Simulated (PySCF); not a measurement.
# Working out the ionisation energy of Kr⁺

Kr⁺ [Ar] 3d10 4s2 4p5 (2P) → Kr²⁺ [Ar] 3d10 4s2 4p4 (3P). Calculation: PySCF 2.14, in aug-cc-pVDZ-PP with ECP10MDF; scalar relativity through the core potential. Frozen: 3s2 3p6 3d10. Energies in hartree (1 hartree = 27.21139 eV):

```tsv
part	Kr⁺ (lower)	Kr²⁺ (upper)
UHF	-461.697016	-460.842732
CCSD correlation	-0.111235	-0.090014
(T)	-0.001324	-0.000916
```

Task: What does Hartree-Fock give?

Result: (-460.842732) − (-461.697016) = 0.854284 hartree = 23.246 eV.

Task: What do CCSD and CCSD(T) give?

Result: The CCSD correlation energies differ by 0.021221 hartree = 0.577 eV and the triples by 0.000408 hartree = 0.011 eV, so CCSD gives 23.823 eV and CCSD(T) 23.834 eV.

Reference: 24.360 eV (measured; NIST Atomic Spectra Database, ionization energies), between the lowest levels; spin-orbit coupling is absent from the calculation.

A double-zeta basis recovers only part of the correlation energy.

What remains against the reference includes basis incompleteness, the frozen core and higher excitations.
